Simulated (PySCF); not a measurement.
Cl2Se, singlet, at a GFN2-xTB geometry; MN15/def2-SVP (PySCF).

PySCF was given this input:
```python
from pyscf import gto, scf, dft

mol = gto.Mole()
mol.atom = '''
    Se    0.00136488    0.00124916    0.68646471
    Cl    1.04133364    1.25945705   -0.69083200
    Cl   -1.04406340   -1.26195537   -0.68209743
'''
mol.basis = 'def2-svp'
mol.verbose = 4
mol.build()

mf = dft.RKS(mol)
mf.xc = 'mn15'
mf.kernel()
```

### Question
Write the output that PySCF gives for this input, abridged.

### Answer

```
PySCF version 2.14.0

[INPUT] verbose = 4
[INPUT] num. atoms = 3
[INPUT] num. electrons = 68
[INPUT] charge = 0
[INPUT] spin (= nelec alpha-beta = 2S) = 0
[INPUT] symmetry False subgroup None
[INPUT] Mole.unit = angstrom
[INPUT] Symbol           X                Y                Z      unit          X                Y                Z       unit  Magmom
[INPUT]  1 Se     0.001364880000   0.001249160000   0.686464710000 AA    0.002579249393   0.002360570286   1.297230296079 Bohr   0.0
[INPUT]  2 Cl     1.041333640000   1.259457050000  -0.690832000000 AA    1.967835383896   2.380028890153  -1.305483278086 Bohr   0.0
[INPUT]  3 Cl    -1.044063400000  -1.261955370000  -0.682097430000 AA   -1.972993882682  -2.384750030724  -1.288977332970 Bohr   0.0

nuclear repulsion = 333.157630081778
number of shells = 28
number of NR pGTOs = 146
number of NR cGTOs = 68
basis = def2-svp
ecp = {}

******** <class 'pyscf.dft.rks.RKS'> ********
method = RKS
initial guess = minao
damping factor = 0
level_shift factor = 0
DIIS = <class 'pyscf.scf.diis.CDIIS'>
diis_start_cycle = 1
diis_space = 8
diis_damp = 0
SCF conv_tol = 1e-09
SCF conv_tol_grad = None
SCF max_cycles = 50
direct_scf = True
direct_scf_tol = 1e-13
XC library pyscf.dft.libxc version 7.1.2
    S. Lehtola, C. Steigemann, M. J. T. Oliveira, and M. A. L. Marques,  SoftwareX 7, 1–5 (2018)
XC functionals = mn15
    H. S. Yu, X. He, S. L. Li, and D. G. Truhlar,  Chem. Sci. 7, 5032–5051 (2016)
    H. S. Yu, X. He, S. L. Li, and D. G. Truhlar,  Chem. Sci. 7, 5032–5051 (2016)
radial grids:
    Treutler-Ahlrichs [JCP 102, 346 (1995); DOI:10.1063/1.469408] (M4) radial grids

becke partition: Becke, JCP 88, 2547 (1988); DOI:10.1063/1.454033
pruning grids: <function nwchem_prune>
grids dens level: 3
symmetrized grids: False
atomic radii adjust function: <function treutler_atomic_radii_adjust>
small_rho_cutoff = 0
Set gradient conv threshold to 3.16228e-05
Initial guess from minao.
tot grids = 58184
init E= -3320.72351184151
  HOMO = -0.23946764873173  LUMO = -0.110663799584314  gap/eV = 3.50493
cycle= 1 E= -3321.35643817913  delta_E= -0.633  |g|= 0.462  |ddm|= 2.24
  HOMO = -0.298182391332263  LUMO = -0.0938543442674367  gap/eV = 5.56005
cycle= 2 E= -3321.32486507476  delta_E= 0.0316  |g|= 0.605  |ddm|= 1.05
  HOMO = -0.275334405130418  LUMO = -0.0572156364295084  gap/eV = 5.93531
cycle= 3 E= -3321.40297981144  delta_E= -0.0781  |g|= 0.0153  |ddm|= 0.634
  HOMO = -0.277066275981634  LUMO = -0.0555251690190686  gap/eV = 6.02844
cycle= 4 E= -3321.40306942232  delta_E= -8.96e-05  |g|= 0.00803  |ddm|= 0.0372
  HOMO = -0.277214590391587  LUMO = -0.0552950996181017  gap/eV = 6.03874
cycle= 5 E= -3321.40309056901  delta_E= -2.11e-05  |g|= 0.00123  |ddm|= 0.00898
  HOMO = -0.276977032494903  LUMO = -0.0550232385355403  gap/eV = 6.03967
cycle= 6 E= -3321.40309142138  delta_E= -8.52e-07  |g|= 0.000359  |ddm|= 0.00334
  HOMO = -0.277004353786377  LUMO = -0.0550589182561223  gap/eV = 6.03944
cycle= 7 E= -3321.40309150369  delta_E= -8.23e-08  |g|= 6.88e-05  |ddm|= 0.00112
  HOMO = -0.277006586477995  LUMO = -0.0550612982509774  gap/eV = 6.03944
cycle= 8 E= -3321.40309150626  delta_E= -2.57e-09  |g|= 3.11e-05  |ddm|= 0.000192
  HOMO = -0.277003753870515  LUMO = -0.0550593350187269  gap/eV = 6.03942
cycle= 9 E= -3321.40309150667  delta_E= -4.12e-10  |g|= 2.93e-06  |ddm|= 6.25e-05
  HOMO = -0.277003834512449  LUMO = -0.0550593624459246  gap/eV = 6.03942
Extra cycle  E= -3321.40309150668  delta_E= -7.73e-12  |g|= 2.18e-06  |ddm|= 6.8e-06
converged SCF energy = -3321.40309150668
```
